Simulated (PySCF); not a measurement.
## Exercise with solution: oscillator strength and radiative lifetime

H3OSi, SMILES [OH+]=[SiH2], charge +1.

The structure is a stationary point at B3LYP-D3(BJ)/def2-TZVP. The isomer is the one that the SMILES or the coordinates give; other isomers of the formula were not compared.

PySCF with TDA-B3LYP/def2-TZVPD puts the first singlet state with f over 0.02 at 7.71 eV (vertical), with the transition dipole (0.094, -0.580, 0.000) in atomic units.

Q: Find the oscillator strength, the wavelength and the radiative lifetime that this transition would have in vacuum if emission retraced absorption.

A: 
|μ|² = 0.3452 au, so |μ| = 1.49 D. ΔE = 7.71/27.211 = 0.2833 hartree. f = (2/3) ΔE |μ|² = 0.065 (the program prints 0.065).
λ = 1239.84/7.71 = 161 nm; ν = 62185 cm⁻¹.
Einstein's coefficient A = 0.6670 ν² f s⁻¹ (ν in cm⁻¹) = 1.7e8 s⁻¹, so τ = 1/A = 5.9 ns. This state is S3; the lower singlets have f = 0.000, 0.002. The figure is the radiative limit of this one transition; relaxation, internal conversion, crossing to triplets and a medium change what is measured.
